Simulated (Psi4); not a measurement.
Psi4 was given this input:
```
memory 2 GB

molecule {
0 1
C    -0.00105308    0.00248000    0.66437482
C     0.00105308   -0.00248000   -0.66437482
F     0.00273819    1.10118120    1.39657234
F    -0.00717847   -1.09072435    1.40473865
F     0.00717847    1.09072435   -1.40473865
F    -0.00273819   -1.10118120   -1.39657234
}

set {
  basis sto-3g
}

energy('tpss')
print_variables()
```

### Question
Estimate the dipole moment that TPSS/STO-3G in Psi4 1.11 returns for this input.

### Answer
0.00 D

### Question
Give the nuclear repulsion energy at the level TPSS/STO-3G.

### Answer
243.6129 Eh

### Question
Give the total energy at the level TPSS/STO-3G.

### Answer
-468.8715 Eh

### Question
Predict the number of basis functions from TPSS/STO-3G.

### Answer
30
